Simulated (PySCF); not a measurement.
Species: C₈H₉NO.
Geometry (GFN2-xTB, Å), atoms numbered from 1 in this order:
```
atom  x, y, z in Å
C1    -0.189   -2.259    1.825
C2     0.377   -1.441    1.151
C3     1.031   -0.461    0.357
C4     2.118   -0.792   -0.347
C5     0.444    0.894    0.357
C6     1.210    1.978    0.307
C7    -1.058    0.984    0.407
C8    -1.631    0.587   -0.951
N9    -1.690   -0.749   -1.155
O10   -1.996    1.390   -1.776
H11   -0.670   -2.977    2.420
H12    2.617   -0.075   -0.975
H13    2.525   -1.788   -0.319
H14    0.784    2.966    0.297
H15    2.284    1.917    0.288
H16   -1.362    2.010    0.611
H17   -1.453    0.320    1.178
H18   -1.335   -1.409   -0.484
H19   -2.016   -1.086   -2.046
```

Method: PBE0/pcSseg-1 in PySCF (dipole) on a GFN2-xTB geometry, gas phase.

Masses are those of the commonest isotopes; rigid-rotor values at the optimised geometry. The values belong to one conformer with, in the numbering `[CH:1]#[C:2][C:3](=[CH2:4])[C:5](=[CH2:6])[CH2:7][C:8]([NH2:9])=[O:10]`, C2–C3–C5–C6 144°, C3–C5–C7–C8 -74°, C5–C7–C8–N9 80°, C7–C8–N9–H -3° and -177°.

Task: Give the principal moments of inertia and the rotational constants in GHz.

Result: Ia = 287.81, Ib = 446.71, Ic = 580.91 u·Å²; 505379 MHz·u·Å²/I gives 1756, 1131 and 870.0 MHz, that is A = 1.7560, B = 1.1313, C = 0.8700 GHz.

Task: Classify the top.

Result: An asymmetric top. Ray's parameter κ = (2B − A − C)/(A − C) = -0.410; −1 is the prolate and +1 the oblate limit.

Task: What does the inertial defect say?

Result: Not planar: Δ = Ic − Ia − Ib = -153.61 u·Å². For a rigid frame Δ = −2 Σ m c², so Σ m c² = 76.80 u·Å² lies off the ab plane: 17.59 from hydrogen and 59.21 from heavier atoms. The atom farthest from that plane is 1.92 Å away.

Task: Give the other two planar moments, Paa and Pbb, and the rms extents of the mass along the axes.

Result: Paa = Σ m a² = (Ib + Ic − Ia)/2 = 369.90 and Pbb = Σ m b² = (Ia + Ic − Ib)/2 = 211.01 u·Å². With the mass M = 135.07 u, the rms extents √(P/M) along a, b and c are 1.65, 1.25, 0.75 Å.

Task: List the rotational levels J(Ka,Kc) to J = 2 (K).

Result: Above 0(0,0), as E/k:
J = 1: 1(0,1) 0.096, 1(1,1) 0.126, 1(1,0) 0.139
J = 2: 2(0,2) 0.285, 2(1,2) 0.306, 2(1,1) 0.343, 2(2,1) 0.433, 2(2,0) 0.436

Task: Predict some low-J microwave lines.

Result: The dipole components are |μa| = 3.43 D, |μb| = 1.37 D, |μc| = 0.15 D. Intensities carry the squares of the components, which stand as 1.00 : 0.16 : 0.00 (a : b : c). Some lines, for components of 0.1 D or more:

```csv
type,branch,"J(Ka,Kc)",MHz,lower level (cm⁻¹)
c,Q,"2(1,2) ← 2(0,2)",430,0.198
b,Q,"2(1,1) ← 2(0,2)",1214,0.198
c,Q,"2(2,1) ← 2(1,1)",1874,0.239
b,Q,"2(2,0) ← 2(1,1)",1940,0.239
a,R,"1(0,1) ← 0(0,0)",2001,0.000
b,R,"1(1,1) ← 0(0,0)",2626,0.000
b,Q,"2(2,1) ← 2(1,2)",2658,0.212
c,R,"1(1,0) ← 0(0,0)",2887,0.000
b,R,"2(0,2) ← 1(1,1)",3312,0.088
a,R,"2(1,2) ← 1(1,1)",3741,0.088
a,R,"2(0,2) ← 1(0,1)",3936,0.067
a,R,"2(1,1) ← 1(1,0)",4264,0.096
b,R,"2(1,2) ← 1(0,1)",4366,0.067
c,R,"2(1,1) ← 1(0,1)",5150,0.067
b,R,"2(2,1) ← 1(1,0)",6138,0.096
c,R,"2(2,1) ← 1(1,1)",6399,0.088
b,R,"2(2,0) ← 1(1,1)",6466,0.088
```

Task: Estimate the classical rotational partition function at 10 K, 25 K and 50 K.

Result: Point group C1, symmetry number σ = 1; q = (√π/σ)·√((kT/h)³/(ABC)), k/h = 20836.6 MHz/K: 4060 at 10 K, 16000 at 25 K, 45300 at 50 K.

GFN2-xTB frequencies: not computed here. These are rigid-rotor constants of the computed structure; measured ground-state constants (B0) also hold zero-point vibration. Quadrupole hyperfine structure (14N) is left out.
